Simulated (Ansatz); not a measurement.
Job for Ansatz (a program for electronic structure): R-BLYP/def2-TZVPP on FHSeTe (SMILES F[Te][SeH]), a point of a torsion scan. Elements past Kr take the def2 small-core potentials; no spin–orbit coupling.

Ansatz 0.2 input:
```yaml
crystal:
  periodic: [false, false, false]
  atoms:
    - {symbol: F, position_ang: [1.80735793, -0.74479171, 0.32478327]}
    - {symbol: Te, position_ang: [1.04304115, 1.02539655, -0.24052800]}
    - {symbol: Se, position_ang: [-1.30169765, 0.49941074, 0.28301746]}
    - {symbol: H, position_ang: [-1.15987429, 0.24698767, 1.70402129]}
basis:
  gaussian:
    orbitals: def2-TZVPP
hamiltonian:
  xc: {name: BLYP}
scf: {lower_state_search: off}
```

The log:

```
WARN ansatz: RAYON_NUM_THREADS=1 ignored (pool sized by the plan → 1); use --threads N
Functional definition: BLYP
these checks for a lower state are left out or cut short: stability, starts, cluster_reference, orbital_swaps, neighbouring_geometries, increment
integrals: 0.06 GiB planned
988 factors; their error is unknown
mean field: 0.42 GiB planned
mean field evaluation 1: about -75374.4204 eV, gradient 4.5e1 eV
mean field evaluation 2: about -75294.4016 eV, gradient 2.0e2 eV
mean field evaluation 4: about -75375.6044 eV, gradient 2.7e1 eV
mean field evaluation 8: about -75377.6924 eV, gradient 1.2e-1 eV
mean field evaluation 16: about -75377.5370 eV, gradient 7.8e-4 eV
mean field -75377.53695070 eV, -2770.0733902086 hartree, gradient 2.9e-6 eV, S^2 0.000000; 0 other end points of the search recorded, 0 dependent functions left out
reference -75377.53723223 eV, -2770.0734005546 hartree; 34, 34 occupied and 109, 109 virtual orbitals, 988 factors
Total energy: -75377.53723223 eV, -2770.0734005546 hartree
Checks for a lower state left out: stability, starts, cluster_reference, orbital_swaps, neighbouring_geometries, increment
```

The run converged.

Cost: roughly 1.3 core-seconds.
